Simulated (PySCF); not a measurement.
B(OH)2(OSiH3) (BH5O3Si), SMILES OB(O)O[SiH3].

Geometry: B3LYP-D3(BJ)/def2-SVP. Other conformers were not sampled.

All values below come from B3LYP-D3(BJ)/def2-SVP run with PySCF.

Frequencies are harmonic and unscaled.

Problem. Estimate the vibrational spectrum. (The exact figures need the calculation; the answer reports its results.)

Solution. 
| mode | ν (cm⁻¹) | IR (km/mol) | Raman (Å⁴/amu) | depolarisation | moving atoms (share of kinetic energy) |
|---|---|---|---|---|---|
| 1 | 77 | 2.7 | 0.2 | 0.75 | H 51 %, O 42 % |
| 2 | 98 | 7.9 | 1.1 | 0.75 | H 56 %, O 40 % |
| 3 | 109 | 5.6 | 0.1 | 0.27 | O 57 %, Si 25 %, H 14 % |
| 4 | 345 | 0.0 | 0.4 | 0.75 | H 95 % |
| 5 | 401 | 26.1 | 1.0 | 0.67 | O 61 %, Si 21 %, H 13 % |
| 6 | 487 | 13.0 | 2.2 | 0.45 | O 68 %, H 19 %, B 10 % |
| 7 | 492 | 213.7 | 4.0 | 0.75 | H 86 %, O 13 % |
| 8 | 667 | 21.9 | 2.9 | 0.75 | B 72 %, H 14 %, O 13 % |
| 9 | 706 | 13.8 | 9.1 | 0.31 | H 48 %, O 32 %, Si 15 % |
| 10 | 735 | 91.6 | 12.1 | 0.75 | H 70 %, O 13 %, B 10 % |
| 11 | 766 | 39.8 | 11.7 | 0.37 | H 47 %, O 40 %, Si 12 % |
| 12 | 928 | 189.8 | 4.4 | 0.74 | H 90 %, O 10 % |
| 13 | 958 | 73.7 | 19.8 | 0.74 | H 96 % |
| 14 | 959 | 87.6 | 24.9 | 0.75 | H 96 % |
| 15 | 971 | 264.2 | 9.4 | 0.71 | H 62 %, O 33 % |
| 16 | 1009 | 180.2 | 6.8 | 0.74 | H 52 %, O 33 %, Si 13 % |
| 17 | 1063 | 150.6 | 1.3 | 0.73 | O 51 %, H 44 % |
| 18 | 1418 | 394.0 | 0.5 | 0.13 | B 72 %, O 26 % |
| 19 | 1477 | 696.2 | 1.4 | 0.09 | B 69 %, O 23 % |
| 20 | 2229 | 155.5 | 68.9 | 0.75 | H 96 % |
| 21 | 2230 | 90.7 | 161.6 | 0.11 | H 98 % |
| 22 | 2251 | 116.2 | 143.7 | 0.20 | H 97 % |
| 23 | 3884 | 18.1 | 34.9 | 0.46 | H 94 % |
| 24 | 3895 | 99.6 | 176.4 | 0.26 | H 94 % |
